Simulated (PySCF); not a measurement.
PySCF 2.14 output of an unrestricted LDA calculation on a single atom or ion in aug-cc-pwCVTZ-DK with one added diffuse shell each of s, p, d, f, g type (11s10p8d5f4g, 152 functions), with scalar relativity by spin-free X2C-1e:

```
SCF conv_tol = 1e-09
number electrons alpha = 15  beta = 12
    P. A. M. Dirac.,  Math. Proc. Cambridge Philos. Soc. 26, 376 (1930)
    F. Bloch.,  Z. Phys. 57, 545 (1929)
    S. H. Vosko, L. Wilk, and M. Nusair.,  Can. J. Phys. 58, 1200 (1980)
cycle= 1 E= -1650.25605994581  delta_E= -0.0318  |g|= 0.14  |ddm|= 0.602
cycle= 2 E= -1650.25292626883  delta_E= 0.00313  |g|= 0.234  |ddm|= 0.26
cycle= 3 E= -1650.25885902342  delta_E= -0.00593  |g|= 0.0151  |ddm|= 0.0999
cycle= 4 E= -1650.25889315676  delta_E= -3.41e-05  |g|= 0.00103  |ddm|= 0.0116
cycle= 5 E= -1650.25889328582  delta_E= -1.29e-07  |g|= 4.89e-05  |ddm|= 0.000862
cycle= 6 E= -1650.2588932862  delta_E= -3.76e-10  |g|= 4.85e-06  |ddm|= 0.000114
converged SCF energy = -1650.2588932862  <S^2> = 3.7502244  2S+1 = 4.0001122
```

The run itself started from symmetry-adapted Hartree-Fock orbitals and held the occupation by maximum overlap, on a logarithmic radial grid, so the iterations belong to that start.

Problem. Which element, charge and spin multiplicity is this?

Solution. Cu²⁺ (copper, charge +2), multiplicity 4; the state was [Ar] 3d8 4p1, one real determinant (an excited configuration).

⟨L²⟩ = 14.01 against 20 for a pure G term, so this real determinant mixes terms.
